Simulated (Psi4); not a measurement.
H$_{4}$HfO$_{4}$, triplet, at a GFN2-xTB geometry (such geometries of metal compounds can be far from the true shape) (the multiplicity is a formal guess) (core potentials on Hf); CAM-B3LYP/def2-SVP run with Psi4.

Input for Psi4:
```
memory 2 GB

molecule {
0 3
Hf   -0.00436919    0.00953251    0.00444507
O     1.76207235    0.66863240   -0.22038935
H     1.81315123    1.21488920   -1.01269358
O     0.24472185   -0.53589057    1.81917282
H     1.19828968   -0.41172282    1.91245785
O    -0.37330308    0.81642367   -1.68835850
H    -1.15387611    0.31482316   -1.95764276
O    -1.60681486   -1.00736662    0.06243549
H    -1.75639317   -1.33872154    0.95494980
}

set {
  basis def2-svp
  reference uks
}

energy('cam-b3lyp')
print_variables()
```

What the program printed (banner, timings and long lists left out):

```
   => Loading Basis Set <=

    Name: DEF2-SVP
    Role: ORBITAL
    Keyword: BASIS

    !!!  WARNING: ECP capability is in beta. Please check occupations closely.  !!!

         ---------------------------------------------------------
                                   SCF
               by Justin Turney, Rob Parrish, Andy Simmonett
                          and Daniel G. A. Smith
                              UKS Reference
         ---------------------------------------------------------

  ==> Geometry <==

    Molecular point group: c1
    Full point group: C1

    Geometry (in Angstrom), charge = 0, multiplicity = 3:

       Center              X                  Y                   Z               Mass
    ------------   -----------------  -----------------  -----------------  -----------------
         HF          -0.003330411666     0.007266149279     0.003388250625   179.946557000000
         O            1.763111128334     0.666366039279    -0.221446169375    15.994914619570
         H            1.814190008334     1.212622839279    -1.013750399375     1.007825032230
         O            0.245760628334    -0.538156930721     1.818116000625    15.994914619570
         H            1.199328458334    -0.413989180721     1.911401030625     1.007825032230
         O           -0.372264301666     0.814157309279    -1.689415319375    15.994914619570
         H           -1.152837331666     0.312556799279    -1.958699579375     1.007825032230
         O           -1.605776081666    -1.009632980721     0.061378670625    15.994914619570
         H           -1.755354391666    -1.340987900721     0.953892980625     1.007825032230

  Running in c1 symmetry.

  Rotational constants: A =      0.14271  B =      0.12165  C =      0.06684 [cm^-1]
  Rotational constants: A =   4278.42986  B =   3647.00727  C =   2003.87617 [MHz]
  Nuclear repulsion =  219.874491811552332

  Charge       = 0
  Multiplicity = 3
  Electrons    = 48
  Nalpha       = 25
  Nbeta        = 23

  ==> Algorithm <==

  SCF Algorithm Type is DF.
  DIIS enabled.
  MOM disabled.
  Fractional occupation disabled.
  Guess Type is SAD.
  Energy threshold   = 1.00e-06
  Density threshold  = 1.00e-06
  Integral threshold = 1.00e-12

  ==> Primary Basis <==

  Basis Set: DEF2-SVP
    Blend: DEF2-SVP
    Number of shells: 48
    Number of basis functions: 108
    Number of Cartesian functions: 117
    Spherical Harmonics?: true
    Max angular momentum: 3

  Core potential: DEF2-SVP
    Number of shells: 4
    Number of ECP primitives: 10
    Number of ECP core electrons: 60
    Max angular momentum: 3

  ==> DFT Potential <==

   => LibXC <=

    Version 7.1.2
    S. Lehtola, C. Steigemann, M. J. T. Oliveira, and M. A. L. Marques,  SoftwareX 7, 1–5 (2018) (10.1016/j.softx.2017.11.002)

   => Composite Functional: CAM-B3LYP <=

    CAM-B3LYP Hyb-GGA Exchange-Correlation Functional

    T. Yanai, D. P. Tew, and N. C. Handy,  Chem. Phys. Lett. 393, 51 (2004) (10.1016/j.cplett.2004.06.011)

    Deriv               =              1
    GGA                 =           TRUE
    Meta                =          FALSE

    Exchange Hybrid     =           TRUE
    MP2 Hybrid          =          FALSE

   => Exchange Functionals <=

    0.3500         Becke 88 [omega = 0.3300]
    0.4600   Short-range recipe for B88 functional - erf [omega = 0.3300]

   => Exact (HF) Exchange <=

    0.4600            HF,LR [omega = 0.3300]
    0.1900               HF

   => Correlation Functionals <=

    0.1900   Vosko, Wilk & Nusair (VWN5)
    0.8100   Lee, Yang & Parr

   => LibXC Density Thresholds  <==

    XC_HYB_GGA_XC_CAM_B3LYP:  1.00E-14

   => Molecular Quadrature <=

    Radial Scheme          =       TREUTLER
    Pruning Scheme         =           NONE
    Nuclear Scheme         =       TREUTLER

    Blocking Scheme        =         OCTREE
    BS radius alpha        =              1
    Pruning alpha          =              1
    Radial Points          =             75
[...]
   @DF-UKS iter   8:  -350.92473710685209   -2.34817e-04   5.45625e-05 DIIS
   @DF-UKS iter   9:  -350.92499657442909   -2.59468e-04   6.43104e-05 DIIS
   @DF-UKS iter  10:  -350.92510975485663   -1.13180e-04   6.87071e-05 DIIS
   @DF-UKS iter  11:  -350.92486281086468    2.46944e-04   6.56274e-05 DIIS
   @DF-UKS iter  12:  -350.92371031298018    1.15250e-03   2.40786e-04 DIIS/ADIIS
   @DF-UKS iter  13:  -350.92367013356090    4.01794e-05   2.45029e-04 DIIS/ADIIS
   @DF-UKS iter  14:  -350.92369992697076   -2.97934e-05   2.34837e-04 DIIS/ADIIS
   @DF-UKS iter  15:  -350.92373082215613   -3.08952e-05   2.24546e-04 DIIS/ADIIS
   @DF-UKS iter  16:  -350.92397007890406   -2.39257e-04   7.66448e-05 DIIS
   @DF-UKS iter  17:  -350.92400010204130   -3.00231e-05   1.10360e-04 DIIS/ADIIS
   @DF-UKS iter  18:  -350.92401585390712   -1.57519e-05   9.18033e-06 DIIS
   @DF-UKS iter  19:  -350.92400507634511    1.07776e-05   3.79715e-05 DIIS
   @DF-UKS iter  20:  -350.92398060820278    2.44681e-05   7.68753e-05 DIIS
   @DF-UKS iter  21:  -350.92401187838874   -3.12702e-05   1.43794e-05 DIIS
   @DF-UKS iter  22:  -350.92401290470121   -1.02631e-06   2.64147e-06 DIIS
   @DF-UKS iter  23:  -350.92401275192793    1.52773e-07   6.29570e-07 DIIS
  Energy and wave function converged.

  ==> Post-Iterations <==

   Electrons on quadrature grid:
      Nalpha   =   25.0000235409 ; deviation = 2.354e-05
      Nbeta    =   23.0000234310 ; deviation = 2.343e-05
      Ntotal   =   48.0000469719 ; deviation = 4.697e-05

   @Spin Contamination Metric:   1.081674228E-02
   @S^2 Expected:                2.000000000E+00
   @S^2 Observed:                2.010816742E+00
   @S   Expected:                1.000000000E+00
   @S   Observed:                1.000000000E+00

    Orbital Energies [Eh]
    ---------------------

    Alpha Occupied:

[...]
      25A     -0.203561

    Alpha Virtual:

[...]
    Beta Occupied:

[...]
    Beta Virtual:

[...]
     108A    705.831027

    Final Occupation by Irrep:
              A
    DOCC [    23 ]
    SOCC [     2 ]
    NA   [    25 ]
    NB   [    23 ]

  @DF-UKS Final Energy:  -350.92401275192793

   => Energetics <=

    Nuclear Repulsion Energy =            219.8744918115523319
    One-Electron Energy =                -934.1983454971189076
    Two-Electron Energy =                 393.8604305385467796
    DFT Exchange-Correlation Energy =     -30.4605896049082183
    Empirical Dispersion Energy =           0.0000000000000000
    VV10 Nonlocal Energy =                  0.0000000000000000
    Total Energy =                       -350.9240127519279326

  UHF NO Occupations:
  HONO-2 :   23  A 1.9955681
  HONO-1 :   24  A 1.0000000
  HONO-0 :   25  A 1.0000000
  LUNO+0 :   26  A 0.0044319
  LUNO+1 :   27  A 0.0002278
  LUNO+2 :   28  A 0.0001871
  LUNO+3 :   29  A 0.0001644

Computation Completed

Properties will be evaluated at   0.000000,   0.000000,   0.000000 [a0]

Properties computed using the SCF density matrix

 Multipole Moments:

 ------------------------------------------------------------------------------------
     Multipole            Electronic (a.u.)      Nuclear  (a.u.)        Total (a.u.)
 ------------------------------------------------------------------------------------

 L = 1.  Multiply by 2.5417464519 to convert [e a0] to [Debye]
 Dipole X            :         -0.6034342            0.5896187           -0.0138155
 Dipole Y            :          1.3200045           -1.2864049            0.0335996
 Dipole Z            :          0.6156963           -0.5998586            0.0158377
 Magnitude           :                                                    0.0396312

 ------------------------------------------------------------------------------------

  Variable Map:
  ----------------------------------------------------------------------------
[...]
  Array Variable Map:
  ----------------------------------------------------------------------------
[...]
[...]
```
